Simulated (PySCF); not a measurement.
## Excitation energy of Ni by level of theory

Ni [Ar] 3d8 4s2 (3F) → Ni [Ar] 3d8 4s1 4p1 (high-spin determinant), as a difference of total energies. Calculation: PySCF 2.14, in def2-QZVPPD (11s6p5d4f2g, 100 functions); the non-relativistic Hamiltonian (point nucleus). Correlated levels: valence: [Ar] frozen. The calculations carry no spin-orbit coupling.

| method | excitation energy (eV) |
| --- | --- |
| UHF | 2.016 |
| MP2 (valence) | 3.035 |
| SCS-MP2 (valence) | 3.234 |
| CCSD (valence) | 3.092 |
| CCSD(T) (valence) | 3.180 |

Problem. How much does correlation contribute at CCSD(T) (valence)?

Solution. 3.180 − (2.016) = 1.164 eV, measured against UHF.

A first-order spin-orbit estimate (lowest level to lowest level, LS coupling) adds 0.018 eV.

The determinant of the upper state mixes LS terms, which raises its energy above the lowest term, most at the Hartree-Fock and MP2 levels.
